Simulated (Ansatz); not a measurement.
Compare A (`CC(=N)[SiH3]`) with its isomer B (`N/C=C/[SiH3]`).

Gas-phase electronic energies from Ansatz, PBE0-D4/def2-TZVP geometries. CCSD(T)/CBS adds triple-zeta CCSD(T) − MP2 to the extrapolated MP2 energy (def2 sets, frozen cores). Functionals use def2-TZVPP. Each species was taken in one conformer, which may not be the lowest.

A:

```xyz
11

C     0.9582   -0.1381   -1.2018
C    -0.1893    0.3481   -0.3709
N    -0.9675    1.2300   -0.8558
Si   -0.4161   -0.3857    1.3678
H     1.9083    0.0473   -0.6909
H     0.9617    0.3669   -2.1687
H     0.8900   -1.2197   -1.3563
H    -1.7074    1.4796   -0.1981
H    -1.6069    0.2571    1.9828
H     0.7876   -0.1279    2.2031
H    -0.6186   -1.8574    1.2888
```

B:

```xyz
11

N    -1.459    1.083    1.269
C    -0.591    0.670    0.297
C     0.120   -0.469    0.283
Si    1.321   -0.846   -1.054
H    -1.768    0.402    1.942
H    -2.140    1.781    1.029
H    -0.468    1.396   -0.504
H    -0.024   -1.174    1.101
H     2.715   -1.001   -0.550
H     1.300    0.272   -2.039
H     0.994   -2.112   -1.772
```

Q: Which isomer does CCSD(T)/CBS put lower? Give the gap. (Best estimate.)

A: The calculation gave: B, by 14.3 kJ/mol.

Q: Give E(B) − E(A) in kJ/mol with CCSD/def2-TZVPP, PBE0-D4, LDA (SPW92), B2PLYP, MP2/def2-TZVPP, BLYP-D4, ωB97M-V. (Estimate.)

A: The calculation gave: CCSD/def2-TZVPP -12.0, PBE0-D4 -22.9, LDA (SPW92) -32.2, B2PLYP -18.4, MP2/def2-TZVPP -16.9, BLYP-D4 -15.1, ωB97M-V -17.9. None reverses the order clearly.

Q: Does the order hold for the free energy at 298.15 K (harmonic terms from PBE0-D4)? (Estimate.)

A: Ansatz gave: Yes: G(B) − G(A) = -10.5 kJ/mol, for one conformer each.

Largest T1 diagnostic: 0.012.

Leaving LDA and LC-ωPBE aside and taking each functional with its dispersion term where it has one, the values, not all of them listed here, spread over 10.4 kJ/mol, from r2SCAN0-D4 to BLYP-D4. LDA lies −11.5 kJ/mol from PBE without D4. At CCSD(T), def2-SVP lies +9.6 kJ/mol from the extrapolated value and def2-TZVPP +3.5 kJ/mol.
